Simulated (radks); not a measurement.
Numerical settings for the indium ion In3+, [Kr] 4d10. Calculated with a radial shooting solver on a logarithmic mesh with Libxc functionals: scalar-relativistic Kohn-Sham, PBE, spin-polarised, spherical densities, finite nucleus; Fermi nuclear charge, rms radius 4.6156 fm. The defaults (mesh step 0.008 in ln r, mesh end at 40 bohr or more with all orbitals vanishing there, Anderson mixing 0.5 over 9 steps, residual threshold near 1e-9 with the energy settled to 1e-9 hartree or 1e-11 of itself, here a cap of 73 iterations) give E = -5879.5494 hartree and 4d at -47.888 eV in 15 iterations. Run on one thread of a shared host, so times are rough (Arm Neoverse V1): 0.2 s of CPU time, 0.2 s wall, 15 iterations on 2189 mesh points. Changes against that run (0 stands for a change within the tolerance of the run):

| setting | iterations | converged | E (mhartree) | e(4d) (meV) | CPU (s) |
|---|---|---|---|---|---|
| mesh step in ln r 0.12 | 2 | no | diverged | - | 0.01 |
| mesh step in ln r 0.05 | 14 | yes | +0.0902 | -0.0094 | 0.05 |
| mesh step in ln r 0.012 | 15 | yes | 0 | 0 | 0.14 |
| mesh end (bohr) 1 | 13 | level above zero | +1.37e+05 | +3.65e+05 | 0.13 |
| mesh end (bohr) 8 | 15 | yes | 0 | 0 | 0.19 |
| residual threshold 1e-13 | 73 | no | 0 | 0 | 0.47 |
| residual threshold 1e-05 | 11 | yes | 0 | -0.301 | 0.16 |
| mixing 0.2 | 17 | yes | 0 | 0 | 0.22 |
| linear mixing, mixing 1 | 20 | no | diverged | - | 0.46 |
| linear mixing, mixing 0.5 | 30 | yes | 0 | 0 | 0.33 |
| mixing history 20 | 22 | yes | 0 | 0 | 0.27 |
| iteration cap 2 | 2 | no | +2.27e+03 | -3.73e+04 | 0.04 |

Settled on a wrong energy, with an occupied level pushed above zero by the early mesh end: mesh end (bohr) 1 (+137 hartree). Apart from these: no run marked as converged misses the energy by more than 1 mhartree. A mesh that ends early acts as a hard wall.
